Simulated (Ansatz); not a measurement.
Relaxation of Cl2FGe2H5 (10 atoms, charge 0, multiplicity 1), to a largest force component of 0.03 eV/Å in at most 50 steps.

Level of theory: RHF/def2-SVP in Ansatz 0.2.0.

```xyz
10
Properties=species:S:1:pos:R:3
Ge -0.474 0.279 -0.354
H -0.118 -0.873 2.131
Cl 1.603 0.535 0.124
Cl -0.856 1.544 -2.056
Ge -1.196 -2.001 -0.898
H -1.485 -2.750 0.399
H -2.454 -1.886 -1.758
H -0.059 -2.675 -1.665
F -1.370 1.006 0.895
H -0.683 -0.469 2.271
```

Problem. Where does it end, and by what steps?

Solution. The run converged. The force dipped under the threshold on the way, but the program's further checks kept it going. After 28 steps the energy has fallen by 0.275 eV; H2 moved furthest, 1.76 Å.

```
step  energy less start (eV)  largest force component (eV/Å)  accepted
   0                  0.0000                           1.239       yes
   1                 -0.1482                           0.303       yes
   2                 -0.2075                           0.096       yes
   3                 -0.2352                           0.155       yes
   4                 -0.2460                           0.145       yes
   5                 -0.2242                           0.999        no
   6                 -0.2507                           0.091       yes
   7                 -0.2547                           0.061       yes
   8                 -0.2581                           0.065       yes
   9                 -0.2590                           0.148       yes
  10                 -0.2608                           0.105       yes
  11                 -0.2630                           0.060       yes
  12                 -0.2645                           0.037       yes
  13                 -0.2590                           0.503        no
  14                 -0.2659                           0.016       yes
  15                 -0.2675                           0.075       yes
  16                 -0.2677                           0.128       yes
  17                 -0.2682                           0.168       yes
  18                 -0.2704                           0.020       yes
  19                 -0.2712                           0.051       yes
  20                 -0.2694                           0.345        no
  21                 -0.2721                           0.080       yes
  22                 -0.2726                           0.137       yes
  23                 -0.2730                           0.110       yes
  24                 -0.2737                           0.100       yes
  25                 -0.2739                           0.104       yes
  26                 -0.2744                           0.071       yes
  27                 -0.2748                           0.016       yes
  28                 -0.2753                           0.019       yes
```

```xyz
10
Properties=species:S:1:pos:R:3
Ge -0.336 0.267 -0.742
H -0.837 -0.837 3.732
Cl 1.795 0.430 -0.544
Cl -0.980 1.694 -2.209
Ge -1.105 -2.010 -1.198
H -0.652 -2.900 -0.043
H -2.628 -1.975 -1.311
H -0.465 -2.447 -2.515
F -0.970 0.840 0.750
H -0.914 -0.351 3.168
```

Whether the end is a true minimum wasn't checked by a vibrational analysis.

Time of the run: 62 s on 4 threads of Arm Neoverse V1, with other jobs on the host, peak memory 0.42 GiB.
